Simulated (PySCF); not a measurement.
**Solvent effects on NMR parameters**

Geometry (Å), atoms numbered from 1 in this order:
```xyz
17

C    -1.8824    1.0800   -0.0575
C    -0.8564   -0.0024    0.0877
C    -1.2613   -1.3907   -0.3017
C     0.3634    0.2618    0.5431
C     1.3713    1.2038    0.9955
C     1.6901   -0.2999    0.8591
C     2.5593   -0.7507   -0.1978
N     3.2510   -1.1184   -1.0518
H    -2.2318    1.1464   -1.1012
H    -2.7703    0.8589    0.5582
H    -1.4876    2.0605    0.2405
H    -1.5888   -1.4171   -1.3542
H    -0.4379   -2.1068   -0.1788
H    -2.1176   -1.7317    0.3039
H     1.8372    1.8775    0.2678
H     1.3372    1.5930    2.0191
H     1.8066   -0.8608    1.7946
```

GIAO PBE0/pcSseg-1 in PySCF 2.14.0 with density-fitted response routines on one PBE0-D3(BJ)/def2-SVP conformer, non-relativistic, equivalent nuclei averaged. Solvents enter as an IEF-PCM continuum (acetone with ε = 20.5, dimethylsulfoxide with ε = 46.8) around the gas-phase geometry. Shifts are referred to TMS computed in the same medium.

Gas phase, δ in ppm: C2 136.8, C7 124.9, C4 119.8, C3 24.2, C1 24.1, C5 13.5, C6 2.5, H12/H13/H14 2.00, H9/H10/H11 1.93, H17 1.68, H15 1.60, H16 1.59. Dipole moment 4.60 D.

Q: How does each δ change in the continuum?

A: 
```
      atoms                               environment  Δδ, acetone  Δδ, dimethylsulfoxide
         C2           fully substituted alkene carbon         +2.7                   +2.8
         C7                            nitrile carbon         +6.9                   +7.2
         C4           fully substituted alkene carbon         -0.6                   -0.6
         C3                     allylic methyl carbon         +0.5                   +0.5
         C1                     allylic methyl carbon         +0.5                   +0.5
         C5                three-membered-ring carbon         +1.3                   +1.4
         C6                three-membered-ring carbon         +0.4                   +0.5
H12/H13/H14      hydrogen on an allylic methyl carbon        +0.05                  +0.05
 H9/H10/H11      hydrogen on an allylic methyl carbon        +0.09                  +0.09
        H17  hydrogen on a three-membered-ring carbon        +0.40                  +0.42
        H15  hydrogen on a three-membered-ring carbon        +0.21                  +0.22
        H16  hydrogen on a three-membered-ring carbon        +0.32                  +0.33
```

Changes are relative to the gas phase. The dipole moment becomes 5.81 D in acetone, 5.87 D in dimethylsulfoxide.

Q: Which nuclei move most (in ppm), and what does the model miss?

A: C7 (nitrile carbon, +7.2 ppm) in dimethylsulfoxide. A continuum only polarises the solute; specific hydrogen bonds, the anisotropy of aromatic solvents and changes of geometry or conformer are outside it.
